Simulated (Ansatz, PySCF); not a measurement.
Donor–acceptor adduct: AlH3 (SMILES [AlH3]) (first 4 atoms) with H2S (SMILES S); geometry from B3LYP-D3(BJ)/def2-TZVP, rigid monomers moved along the line of their centres of mass till Al1···S5 is 3.61 Å.
(charge 0, multiplicity 1):
```xyz
7

Al    -0.252    -0.126     0.492
H     -1.002    -1.493     0.800
H     -1.117     1.197     0.339
H      1.197    -0.184    -0.156
S      0.900     0.604     3.831
H      1.406    -0.604     4.133
H     -0.246     0.368     4.492
```

Monomers are frozen at their geometry in the pair; levels with a basis set take the counterpoise correction.

Cores are frozen in the correlated methods. CBS: X⁻³ extrapolation of the correlation energy, Hartree–Fock from the larger set.

Programs: Ansatz (Gaussian basis) for Hartree–Fock, density functionals and correlated methods; PySCF for the dispersion terms. Each number belongs to the level named beside it.

**Question.** Give the interaction energy at the level CCSD(T)/CBS(aug-cc-pV(D+d)Z, aug-cc-pV(T+d)Z).

**Answer.** -249 meV

**Question.** Estimate the interaction energy that B3LYP-D3(BJ)/def2-TZVPPD returns for this input.

**Answer.** -270 meV

**Question.** What interaction energy does PBE0-D3(BJ)/def2-TZVPPD give?

**Answer.** -278 meV

Ansatz is a first-principles code.
